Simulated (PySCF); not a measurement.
The same groups moved round the core (thieno[3,2-b]thiophene methoxy+silyl). All species are isolated molecules in the gas phase. One relaxed conformer stands for each flexible species; it need not be the lowest. Strings in code marks are SMILES.

Method: PBE-D3(BJ)/def2-TZVP // PBE0-D3(BJ)/def2-SVP (PySCF). Delta-SCF ions had no search for a lower state. Excitations are Tamm–Dancoff values on a coarser integration grid. The basis has no diffuse functions, so Rydberg states are missing or too high.

```tsv
species	vertical ionisation energy (Delta-SCF) (eV)	S1 oscillator strength	S1–T1 gap (TDA) (eV)	HOMO (eV)	brightest of the four lowest singlets (TDA) (eV)
`COc1c([SiH3])sc2ccsc12` (C–O–C–C torsion 177°)	7.26	0.152	1.09	-4.93	3.89
`COc1cc2sc([SiH3])cc2s1` (C–O–C–S torsion 0°)	7.21	0.000	1.12	-4.90	4.28
`COc1csc2c([SiH3])csc12` (C–O–C–C torsion 0°)	7.42	0.067	0.86	-5.07	3.96
`COc1sc2ccsc2c1[SiH3]` (C–O–C–S torsion 1°)	7.20	0.000	0.96	-4.86	4.50
```
